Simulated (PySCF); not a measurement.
Work out the structure from these simulated measurements.

Formula: C8H12O8Si.

* Triplet: lowest triplet excitation (Tamm–Dancoff): 5.36 eV [TDA wB97X-D/def2-SVPD]
* Rotational structure: rotational constants A, B, C: 0.528, 0.321, 0.320 GHz [PBE0-D3(BJ)/def2-SVP]
* UV, first state: lowest singlet excitation: 5.84 eV (212 nm, f = 0.001 summed over 2 states within 0.01 eV) [TDDFT wB97X-D/def2-SVPD]
* Polarisability: 136.8 au [wB97X-D/def2-SVPD]
* 1H NMR: chemical shifts (computed TMS as zero) by class: 2.02 (12 H) ppm [GIAO KT2/pcSseg-1]
* 13C NMR: chemical shifts (computed TMS as zero) by class: 163.0 (4 C), 21.4 (4 C) ppm [GIAO KT2/pcSseg-1]
* Dipole: 0.15 D [wB97X-D/def2-SVPD]
* NMR, other nuclei: isotropic shieldings of nuclei other than C and H, by class: -114 (4 O), 99 (4 O), 444 (1 Si) ppm [GIAO KT2/pcSseg-1]

Electronic properties: PySCF, gas phase, density fitting. Levels stand in brackets. The structure is a single PBE0-D3(BJ)/def2-SVP conformer in the gas phase; no vibrational or solvent corrections. NMR classes are plain means over equivalent atoms (diastereotopic ones count apart unless rotation or inversion swaps them), as if these changed places fast.

**Question.** Propose a structure and show how it fits.

**Answer.** 8 carbons fall into 2 classes; from least to most shielded: carbon bonded to C and 2 O (163.0 ppm, 4 C), carbon bonded to C and 3 H (21.4 ppm, 4 C). All hydrogens form one class (2.02 ppm): hydrogen on carbon. The other shieldings belong to: -114 ppm, oxygen bonded to C; 99 ppm, oxygen bonded to C and Si; 444 ppm, silicon bonded to 4 O. By its constants the optimised geometry is a nearly prolate symmetric top. Structure: `CC(=O)O[Si](OC(C)=O)(OC(C)=O)OC(C)=O` (Si(OAc)4). The assignments are read from this structure; whether some other isomer fits the data as well wasn't checked.
